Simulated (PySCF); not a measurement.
Polarisability and C₆ of He (helium, neutral)

1s2, closed-shell 1S. Calculation: PySCF 2.14, in aug-cc-pVQZ with one added diffuse shell each of s, p, d, f type (6s5p4d3f, 62 functions); the non-relativistic Hamiltonian (point nucleus). Coupled (time-dependent) response in atomic units; α is the mean over directions.

```
   method  mean α (bohr³)  C₆ (like pair)  S(−4)
      UHF           1.322           1.375  1.388
      PBE           1.584           1.736  2.242
     PBE0           1.495           1.612  1.913
    B3LYP           1.505           1.623  1.961
CAM-B3LYP           1.526           1.654  2.021
```

S(−4) is the Cauchy moment in α(ω) = α(0) + S(−4) ω² + …

Reference α: 1.384 bohr³ (recommended; Schwerdtfeger and Nagle, table of static dipole polarizabilities (2023 update)). Published C₆: 1.420 (Chu and Dalgarno (2004); Tang, Norbeck and Certain (1976)).

α(iu) at PBE:

```json
{"u (hartree)": "0", "α(iu) (bohr³)": "1.584"}
{"u (hartree)": "0.0500", "α(iu) (bohr³)": "1.578"}
{"u (hartree)": "0.100", "α(iu) (bohr³)": "1.562"}
{"u (hartree)": "0.200", "α(iu) (bohr³)": "1.500"}
{"u (hartree)": "0.300", "α(iu) (bohr³)": "1.410"}
{"u (hartree)": "0.500", "α(iu) (bohr³)": "1.191"}
{"u (hartree)": "0.750", "α(iu) (bohr³)": "0.9305"}
{"u (hartree)": "1.00", "α(iu) (bohr³)": "0.7249"}
{"u (hartree)": "1.50", "α(iu) (bohr³)": "0.4596"}
{"u (hartree)": "2.00", "α(iu) (bohr³)": "0.3117"}
{"u (hartree)": "3.00", "α(iu) (bohr³)": "0.1671"}
{"u (hartree)": "5.00", "α(iu) (bohr³)": "0.06928"}
```
